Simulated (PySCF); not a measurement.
# Radial density of Al (aluminium, neutral)

UHF, [Ne] 3s2 3p1, 2P determinant. Calculation: PySCF 2.14, in cc-pVTZ-DK; scalar relativity by spin-free X2C-1e.

| r (bohr) | 4πr²ρ (e/bohr) | 4πr²(ρα − ρβ) |
| --- | --- | --- |
| 0.00168 | 0.05579 | 0.0000 |
| 0.00283 | 0.1470 | 0.0000 |
| 0.00475 | 0.3830 | 0.0000 |
| 0.00800 | 0.9710 | -0.0001 |
| 0.0135 | 2.339 | -0.0001 |
| 0.0226 | 5.139 | -0.0003 |
| 0.0381 | 9.668 | -0.0004 |
| 0.0640 | 14.01 | 0.0005 |
| 0.108 | 13.50 | 0.0058 |
| 0.181 | 8.958 | 0.0210 |
| 0.305 | 10.35 | 0.0401 |
| 0.512 | 12.40 | 0.0280 |
| 0.862 | 5.326 | -0.0028 |
| 1.45 | 1.191 | 0.1052 |
| 2.44 | 1.148 | 0.3144 |
| 4.10 | 0.4011 | 0.1944 |
| 6.90 | 0.03114 | 0.0249 |
| 11.6 | 1.311e-05 | 0.0000 |

Densities and radii are taken from the X2C orbitals without a picture-change correction, which distorts them close to the nucleus.

(1) Where is the radial spin density 4πr²(ρα − ρβ) most negative, and why is it negative at all?

Answers

(1) Around r = 0.862 bohr, down to -0.0028 e/bohr: exchange with the open shell polarises the paired shells in an unrestricted calculation.
